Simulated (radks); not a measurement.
Q: The oxygen anion O-, [He] 2s2 2p5, held by a Watson sphere: a shell of charge +1 at radius R that stands for the Madelung well of a crystal (potential energy -1/R inside, -1/r outside, in hartree with lengths in bohr). Method: non-relativistic Kohn-Sham, r2SCAN, spin-polarised, spherical densities, point nucleus; open shells are filled with parallel spins first; meta-GGA in the generalised Kohn-Sham scheme; computed with a radial shooting solver on a logarithmic mesh with Libxc functionals.

R (bohr)  e(2s down) (eV)  e(2p up) (eV)  e(2p down) (eV)  <r> 2p (bohr)  sum of <r^2> (bohr^2)  X-ray form factor at sin(theta)/lambda = 0.2 1/angstrom
1.66              -23.982         -9.980           -8.202          1.375                  15.21                                                    5.973
2.11              -22.567         -8.793           -7.053          1.440                  16.47                                                    5.860
2.88              -20.708         -7.112           -5.381          1.528                  18.12                                                    5.766
3.24              -20.038         -6.483           -4.743          1.561                  18.73                                                    5.745
3.31              -19.919         -6.371           -4.629          1.568                  18.84                                                    5.742
3.32              -19.903         -6.355           -4.613          1.568                  18.86                                                    5.742
3.38              -19.804         -6.262           -4.518          1.574                  18.95                                                    5.739

Estimate the row for R = 1.86 bohr.

A: e(2s down) (eV) -23.322; e(2p up) (eV) -9.437; e(2p down) (eV) -7.681; <r> 2p (bohr) 1.406; sum of <r^2> (bohr^2) 15.80; X-ray form factor at sin(theta)/lambda = 0.2 1/angstrom 5.916.
